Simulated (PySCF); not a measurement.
AuClH3N, SMILES [Cl][Au]<-[NH3], multiplicity 1. Heavy atoms are numbered as in [NH3:1]->[Au:5][Cl:6]. Hydrogens are named by the atom that carries them.

The structure is a stationary point at B3LYP-D3(BJ)/def2-TZVP. The spin state was assumed, not searched. The def2 effective core potentials stand for the cores of Au; spin–orbit coupling is left out.

These are PySCF with CAM-B3LYP/def2-TZVPD values and carry that method's errors.

Mulliken values depend strongly on the basis, most of all with diffuse functions as here. ESP charges are fitted to the potential on shells at 1.4 to 2.0 van der Waals radii. Atomic charges (e), one atom of each kind:

| atom | ESP fit | Mulliken |
|---|---|---|
| N1 (NH3) | -0.48 | -0.69 |
| H on N1 | 0.28 | 0.32 |
| Au5 | 0.03 | 0.19 |
| Cl6 | -0.39 | -0.47 |
